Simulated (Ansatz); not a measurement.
CH$_{4}$AsOPS, SMILES `C1O[AsH]PS1` at its PBE0-D4/def2-TZVP geometry, where that method's forces vanish. The species carries charge 0 and has multiplicity 1.

```xyz
9

C     0.6972    0.9663    0.1031
O     0.7756    0.2210   -1.0672
As   -0.0680   -1.3837   -1.1252
P    -1.2963   -1.0681    0.8276
S    -0.9822    1.0006    0.8165
H     1.3798    0.5865    0.8719
H     0.9492    2.0048   -0.1306
H    -1.2405   -0.8800   -1.9709
H    -0.2148   -1.4474    1.6748
```

**Question.** What forces (eV/Å) does B3LYP-D4/def2-TZVPP give on these atoms in the Gaussian-basis code of Ansatz? (Estimate.)

**Answer.** The calculation gave: 
```
C1   0.317  0.313  0.177
O2   0.160  0.080 -0.221
As3  0.031 -0.400 -0.297
P4  -0.171 -0.268  0.279
S5  -0.243  0.319  0.155
H6  -0.027  0.034 -0.059
H7   0.003 -0.077  0.025
H8  -0.029  0.001 -0.038
H9  -0.041 -0.002 -0.020
```

B3LYP here is the variant with VWN-RPA as its local correlation; programs differ in this.
